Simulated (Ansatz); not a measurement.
This geometry of AlH6NSe (9 atoms, charge 0, multiplicity 1) is a first-order saddle point.

Method: Ansatz 0.2.0, RKS B3LYP-D4/def2-SVP.

```xyz
9
Properties=species:S:1:pos:R:3
Al -0.006 0.946 -0.540
N 1.067 -0.557 -0.386
H -1.137 0.875 -1.647
H 0.625 2.279 0.039
H -0.063 -0.765 1.044
Se -1.286 -0.072 1.708
H 2.040 -0.487 -0.090
H 0.983 -1.342 -1.030
H -2.225 -0.877 0.903
```

(1) Which two structures does it join? (They come from a converged band through this point; their orientation in space is the band's.)

(2) How far does it lie above each of them?

Results:

(1) Bonds broken: H5–Se6. Bonds formed: N2–H5.

Initial state:

```xyz
9
Properties=species:S:1:pos:R:3
Al 0.136 0.857 -0.651
N 1.254 -0.527 -0.845
H -1.082 0.948 -1.668
H 0.668 2.099 0.188
H -0.629 -0.370 2.394
Se -1.660 0.139 1.467
H 2.154 -0.617 -0.384
H 1.118 -1.304 -1.485
H -1.958 -1.224 0.985
```

Final state:

```xyz
9
Properties=species:S:1:pos:R:3
Al -0.343 0.889 -0.277
N 1.070 -0.643 -0.160
H -0.995 0.590 -1.698
H 0.587 2.157 -0.029
H 0.809 -1.214 0.651
Se -1.669 0.329 1.633
H 2.021 -0.299 -0.005
H 1.089 -1.253 -0.981
H -2.569 -0.555 0.865
```

(2) 6.3 kJ/mol above the first and 128.5 kJ/mol above the second. This is the barrier of this one path; another mechanism may lie lower. The orbitals stay closed-shell, which can raise the energy where a bond breaks towards radicals; this wasn't checked here.

Time of the run: 2.2 min on 2 threads of Intel(R) Xeon(R) Platinum 8488C (Sapphire Rapids), with other jobs on the host, peak memory 0.22 GiB.
